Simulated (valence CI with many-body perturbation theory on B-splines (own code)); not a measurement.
**E1 line list for Nb10+**

Calculated by relativistic CI+MBPT: three valence electrons over a frozen Dirac-Fock core [Ar] 3d10, a basis of 11 s, 11 p, 9 d, 7 f, 5 g, 2 h, 1 i functions for each j, with the one-electron correlation potential Σ1, the two-electron term Σ2, the three-electron term Σ3, Breit, model QED; selected CI, second order for the rest, scaled by the run's own slope (own B-spline code, finite nucleus).

No measured spectrum was set against this ion. As an estimate, levels hold to about 250 cm⁻¹ or 0.2 % of their energy and the worst to 1 %, as in measured heavy ions of charge 2 to 7; those with d or f electrons hold less well.

Lines 201 to 250 of 266 in falling wavelength, among levels below 872360 cm⁻¹, chosen from the strongest by gf and those to the six lowest levels. Wavelengths and rates use the calculated energies, so an error of 900 cm⁻¹ moves a line at 25.10 nm by 0.23 % and its rate by three times that or more. Electric multipoles are in the length gauge, E1 and E2 with the static RPA response of the core. Weak lines are less certain than strong ones. Lines between different terms over intervals too small for the method are left out, as are lines whose strength nearly cancels. Where a level lies close to another of its J and parity, the split of strength between their lines is uncertain. The highest levels of a list are the least certain.

Names give the largest LS component (configuration and term), which can be under half, so a name can repeat, a term be missing and a line seem to break the LS rules; names also repeat where a configuration has a term twice. Letters in brackets count levels of one name in rising energy.

```tsv
λ vac (nm)	Upper	Lower	A (s⁻¹)	log gf	Branch %
25.10	4s 4p 4d 2D°_5/2 [a]	4s 4p2 4P_3/2	5.65e+08	-1.49	1.3
25.09	4s 4p 4d 2P°_3/2 [a]	4s 4p2 2D_3/2	1.53e+08	-2.24	0.2
24.97	4p2 4d 2F_5/2 [b]	4p3 4S°_3/2 [a]	1.40e+10	-0.11	14.9
24.95	4s 4p 4d 2F°_5/2 [a]	4s 4p2 4P_5/2	1.25e+08	-2.15	0.5
24.89	4s 4p 4d 2F°_5/2 [b]	4s 4p2 2D_3/2	6.04e+10	0.53	87.1
24.72	4s 4p 4d 4P°_1/2	4s 4p2 4P_1/2	3.40e+08	-2.21	0.7
24.68	4s 4p 4d 4D°_3/2 [b]	4s 4p2 4P_1/2	1.74e+09	-1.20	2.9
24.52	4s 4p 4d 2D°_3/2 [a]	4s 4p2 4P_1/2	1.68e+09	-1.22	3.7
24.34	4s 4p 4d 2P°_1/2 [a]	4s 4p2 2D_3/2	5.85e+07	-2.98	0.1
24.28	4s 4p 4d 2F°_5/2 [a]	4s 4p2 4P_3/2	5.84e+08	-1.51	2.1
23.90	4s 4p 4d 2F°_7/2 [a]	4s 4p2 4P_5/2	2.05e+09	-0.85	8.7
23.55	4s 4p 4d 2P°_1/2 [b]	4s 4p2 2D_3/2	4.39e+08	-2.14	0.6
23.35	4s 4p 4d 2D°_3/2 [b]	4s 4p2 2D_3/2	5.70e+08	-1.73	0.6
23.28	4s 4p 4d 2P°_3/2 [b]	4s 4p2 2D_3/2	1.22e+09	-1.40	1.4
23.16	4s 4p 4d 2D°_5/2 [b]	4s 4p2 2D_3/2	1.35e+08	-2.19	0.1
22.98	4s 4p 4d 2P°_3/2 [a]	4s 4p2 4P_5/2	1.18e+07	-3.43	0.0
22.93	4s 4p 4d 2F°_7/2 [b]	4s 4p2 4P_5/2	1.79e+09	-0.95	2.5
22.82	4s 4p 4d 2F°_5/2 [b]	4s 4p2 4P_5/2	6.37e+07	-2.53	0.1
22.42	4s 4p 4d 2P°_3/2 [a]	4s 4p2 4P_3/2	1.49e+08	-2.35	0.2
22.26	4s 4p 4d 2F°_5/2 [b]	4s 4p2 4P_3/2	9.33e+07	-2.38	0.1
21.87	4s 4p 4d 2P°_3/2 [a]	4s 4p2 4P_1/2	9.33e+08	-1.57	1.3
21.82	4s 4p 4d 2P°_1/2 [a]	4s 4p2 4P_3/2	8.62e+07	-2.91	0.1
21.45	4s 4p 4d 2P°_3/2 [b]	4s 4p2 4P_5/2	1.93e+07	-3.27	0.0
21.36	4s 4p 4d 2D°_5/2 [b]	4s 4p2 4P_5/2	7.94e+07	-2.49	0.1
21.30	4s 4p 4d 2P°_1/2 [a]	4s 4p2 4P_1/2	2.39e+08	-2.49	0.4
21.02	4s 4p 4d 2D°_3/2 [b]	4s 4p2 4P_3/2	8.70e+07	-2.64	0.1
20.96	4s 4p 4d 2P°_3/2 [b]	4s 4p2 4P_3/2	2.20e+06	-4.24	0.0
20.87	4s 4p 4d 2D°_5/2 [b]	4s 4p2 4P_3/2	6.63e+07	-2.59	0.1
20.69	4s 4p 4d 2P°_1/2 [b]	4s 4p2 4P_1/2	8.65e+06	-3.95	0.0
20.53	4s 4p 4d 2D°_3/2 [b]	4s 4p2 4P_1/2	1.18e+07	-3.53	0.0
20.47	4s 4p 4d 2P°_3/2 [b]	4s 4p2 4P_1/2	1.57e+06	-4.40	0.0
20.03	4s2 4f 2F°_5/2	4s 4p2 2D_3/2	2.72e+09	-1.01	2.9
19.39	4s2 5p 2P°_1/2	4s 4p2 2D_3/2	6.98e+09	-1.10	20.9
19.07	4s2 5p 2P°_3/2	4s 4p2 2D_3/2	8.94e+08	-1.71	2.7
18.69	4s2 4f 2F°_7/2	4s 4p2 4P_5/2	1.85e+08	-2.11	0.2
18.66	4s2 4f 2F°_5/2	4s 4p2 4P_5/2	1.12e+07	-3.46	0.0
18.29	4s2 4f 2F°_5/2	4s 4p2 4P_3/2	1.70e+07	-3.29	0.0
17.83	4s2 5p 2P°_3/2	4s 4p2 4P_5/2	5.97e+08	-1.94	1.8
17.76	4s2 5p 2P°_1/2	4s 4p2 4P_3/2	8.46e+07	-3.10	0.3
17.41	4s2 5p 2P°_1/2	4s 4p2 4P_1/2	4.99e+06	-4.34	0.0
17.15	4s2 5p 2P°_3/2	4s 4p2 4P_1/2	3.66e+07	-3.19	0.1
16.78	4s 4p 5s 2P°_1/2	4s 4p2 2S_1/2	2.37e+10	-0.70	25.1
16.35	4s 4p 5s 4P°_1/2	4s 4p2 2D_3/2	1.66e+09	-1.88	2.1
16.18	4s 4p 5s 4P°_3/2	4s 4p2 2D_3/2	1.35e+09	-1.67	1.7
15.86	4s 4p 5s 2P°_1/2	4s 4p2 2D_3/2	6.60e+10	-0.30	69.8
15.55	4s2 5s 2S_1/2	4s2 4p 2P°_3/2	7.16e+10	-0.29	68.0
15.28	4s 4p 5s 4P°_3/2	4s 4p2 4P_5/2	3.84e+10	-0.27	47.8
15.17	4s 4p 5s 4P°_1/2	4s 4p2 4P_3/2	6.34e+10	-0.36	81.2
15.02	4s 4p 5s 4P°_3/2	4s 4p2 4P_3/2	8.86e+09	-0.92	11.0
14.99	4s2 5s 2S_1/2	4s2 4p 2P°_1/2	3.37e+10	-0.64	32.0
```

**Question.** How does gf follow from A for the line at 23.16 nm?

**Answer.** gf = 1.4992 × (2J+1)_upper × A / σ², with σ = 431721 cm⁻¹ and 2J+1 = 6: gf = 0.00652.
